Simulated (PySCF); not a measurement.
Se(NH2)(GeH3), H₅GeNSe, SMILES N[Se][GeH3], singlet, PBE0/def2-SVP optimised geometry.

```
8

Se    -0.07    -1.12    -1.94
N     -1.91    -0.99    -1.72
H     -2.21    -0.02    -1.70
H     -2.21    -1.46    -0.87
Ge     0.67     0.01     0.00
H      2.21     0.01     0.00
H      0.14     1.46     0.00
H      0.14    -0.71     1.26
```

Density from PBE0/def2-TZVP run with PySCF 2.14.0 at that geometry.

Minimum of the electron density along straight lines between bonded atoms, close to the bond critical point (lines longer than 1.1 times the sum of covalent radii, or with two minima, are not listed):

| bond | length / Å | ρ at the minimum / e bohr⁻³ | ∇²ρ there / e bohr⁻⁵ | position (fraction from the first atom) |
|---|---|---|---|---|
| Se1–N2 | 1.857 | (withheld) | (withheld) | 0.47 |
| N2–H3 | 1.018 | 0.334 | -1.63 | 0.74 |
| N2–H4 | 1.018 | 0.334 | -1.63 | 0.74 |
| Se1–Ge5 | 2.366 | 0.094 | (withheld) | 0.56 |
| Ge5–H6 | 1.539 | 0.133 | 0.05 | 0.59 |
| Ge5–H7 | 1.542 | 0.132 | 0.05 | 0.59 |
| Ge5–H8 | 1.542 | 0.132 | 0.05 | 0.59 |

Complete the blanks.


- Se1–N2, ρ at the minimum / e bohr⁻³: 0.160
- Se1–N2, ∇²ρ there / e bohr⁻⁵: 0.01
- Se1–Ge5, ∇²ρ there / e bohr⁻⁵: -0.03
